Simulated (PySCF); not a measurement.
## Sm⁴⁸⁺: ionisation energy

Sm⁴⁸⁺ [Ne] 3s2 3p2 (3P) → Sm⁴⁹⁺ [Ne] 3s2 3p1 (2P), as a difference of total energies. Calculation: PySCF 2.14, in an uncontracted even-tempered set (18 s from 10 bohr⁻², ratio 2.5; 12 p from 14 bohr⁻², ratio 2.5; 4 d from 54 bohr⁻², ratio 2.7; 4 f from 80 bohr⁻², ratio 2.7); the spin-free X2C one-electron Hamiltonian (Gaussian nucleus). Correlated levels: outer shells: 1s2 frozen; virtual orbitals above 40 to 60 times the deepest correlated orbital energy dropped. The calculations carry no spin-orbit coupling.

```
                method  ionisation energy (eV)
                   UHF                  4132.7
                   LDA                  4133.8
                   PBE                  4134.7
                  PBE0                  4134.6
                r2SCAN                  4135.1
                B2PLYP                  4134.5
                 B97-3                  4134.2
    MP2 (outer shells)                  4133.3
SCS-MP2 (outer shells)                  4133.0
```

Spin-orbit coupling is strong in these open shells (close to jj coupling). The scalar numbers leave it out and a first-order estimate fails, so it can dominate the gap to the real levels.

Breit and QED terms and the two-electron picture change are absent.

For comparison: 4227 ± 4 eV (theoretical estimate listed by NIST; NIST Atomic Spectra Database, ionization energies).
